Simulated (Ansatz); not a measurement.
C2H8SeSi, SMILES `CC([SiH3])[SeH]`, 12 atoms. Charge 0, multiplicity 1. Correlated methods include outer-core shells of Se, which these sets cover unevenly. Scalar relativity is left out up to krypton. All runs use 4 threads of an Arm Neoverse V2 on a shared host. Correlated methods freeze the cores.

Q: Give the basis size and wall time and peak host memory of each of these runs in Ansatz. RKS SPW92 (LDA)/def2-TZVPP energy; RKS B3LYP-D4/def2-TZVPP energy and forces; RKS PBE0-D4/def2-SVP energy; RKS PBE0-D4/def2-TZVP frequencies; RKS ωB97M-V/def2-SVP energy; RKS ωB97M-V/def2-QZVPP energy; RKS PBE0-D4/def2-QZVPP energy; RKS PBE-D4/def2-TZVPP energy and forces; RKS ωB97X-V/def2-TZVPP energy; RHF-CCSD(T)/def2-TZVPP energy; RKS PBE0-D4/def2-TZVP relaxation (8 steps); RHF-CCSD(T)/def2-SVP energy. (Best estimate.)

A: Ansatz gave: Other jobs shared the machine, so times are rough.

```
                     level                   job  functions  wall time  peak host memory (GiB)
      RKS PBE0-D4/def2-SVP                energy        118      1.2 s                    0.23
RKS SPW92 (LDA)/def2-TZVPP                energy        264      1.2 s                    0.33
     RKS PBE-D4/def2-TZVPP     energy and forces        264      2.6 s                    0.33
      RKS ωB97M-V/def2-SVP                energy        118      4.5 s                    0.36
   RKS B3LYP-D4/def2-TZVPP     energy and forces        264      4.9 s                    0.82
      RHF-CCSD(T)/def2-SVP                energy        118        7 s                    0.59
    RKS ωB97X-V/def2-TZVPP                energy        264      8.5 s                    0.93
    RKS PBE0-D4/def2-QZVPP                energy        513        9 s                     2.2
    RKS ωB97M-V/def2-QZVPP                energy        513       21 s                     2.6
     RKS PBE0-D4/def2-TZVP  relaxation (8 steps)        195       29 s                    0.56
     RKS PBE0-D4/def2-TZVP           frequencies        195    2.6 min                    0.56
    RHF-CCSD(T)/def2-TZVPP                energy        264    3.4 min                     6.3
```

B3LYP here is the variant with VWN-RPA as its local correlation; programs differ in this.
